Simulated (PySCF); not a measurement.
## Excited states of As³⁺ (arsenic, charge +3)

Ground state [Ar] 3d10 4s2, ¹S. Computed with PySCF 2.14 in aug-cc-pVTZ-PP with one added diffuse shell each of s, d, f type with ECP10MDF (7s5p5d3f, 68 functions), with a scalar-relativistic core potential. Vertical excitation energies in eV without spin-orbit coupling; excited terms of each kind are numbered among those the solver found. Frozen: 3s2 3p6.

```
 term  leading excitation  EOM-EE-CCSD
1 3P°              4s → p        9.375
1 1P°              4s → p       13.979
 1 3D              4s → d       25.748
 1 3S              4s → s       26.850
 1 1S              4s → s       27.598
 1 1D              4s → d       28.388
2 3P°              4s → p       30.768
2 1P°              4s → p       31.083
1 3F°              4s → f       34.861
1 1F°              4s → f       35.003
 2 3D              4s → d       36.180
 2 1D              4s → d       36.525
```

Doubly excited terms such as np² are absent. The solver can miss terms.
